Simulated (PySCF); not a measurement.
SiH2FBr, SMILES F[SiH2]Br.

Coordinates come from a PBE0-D3(BJ)/def2-TZVP optimisation.

Vertical ionisation energy (IE) and electron affinity (EA) in eV. Rows of orbital energies are one-electron estimates. Where ΔSCF, EOM or ADC give a negative EA the extra electron is unbound and the value depends on the basis.

| level | IE | EA |
|---|---|---|
| −ε(HOMO), −ε(LUMO), CAM-B3LYP/def2-TZVPD (PySCF) | 10.09 | -0.51 |
| ADC(2)/aug-cc-pVDZ (PySCF) | (withheld) | (withheld) |

**Question.** Fill in the missing entries. (Estimate from the structure and the level; the computed values follow.)

**Answer.** 
- ADC(2)/aug-cc-pVDZ (PySCF), IE: 10.91
- ADC(2)/aug-cc-pVDZ (PySCF), EA: -0.88

**Question.** Beyond the first one, list the lowest photoelectron lines from ADC(2)/aug-cc-pVDZ in PySCF with their pole strengths (two spins summed). (The exact figures need the calculation; the answer reports its results.)

**Answer.** 11.16 eV (1.83), 12.61 eV (1.82), 12.97 eV (1.81), 14.94 eV (1.75), 15.32 eV (1.77).
